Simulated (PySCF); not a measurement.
A structure optimised at PBE-D3(BJ)/def2-SVP, used in a PySCF frequency run:

```
Mo
O 1 1.6869
O 1 1.6869 2 106.52
Cl 1 2.2691 2 109.48 3 -118.29
Cl 1 2.2691 2 109.48 3 118.29
```

Write its SMILES, formula and point group.

[O]=[Mo](=[O])([Cl])[Cl], Cl2MoO2, C2v

What are its rotational constants (standard atomic weights)?

2.6889, 1.6300, 1.3263 GHz
